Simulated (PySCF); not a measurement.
All values below come from B3LYP-D3(BJ)/def2-TZVP // TPSS-D3(BJ)/def2-SVP run with PySCF 2.14.0. All species are isolated molecules in the gas phase. B3LYP has the VWN-RPA correlation part, as in Gaussian. 

Reference species: [Zr(Cl)4] (neutral, multiplicity 1).

| Property | Result |
|---|---|
| LUMO | -3.00 eV |
| HOMO | -9.43 eV |

Changed species: [Zr(Br)4] (4 of 4 Cl replaced by Br; the reference has 0 of 4 Cl replaced by Br).

**Question.** Predict the effect on the LUMO and HOMO.

**Answer.** the LUMO falls by 0.11 eV, to -3.11 eV; the HOMO rises by 0.80 eV, to -8.63 eV.
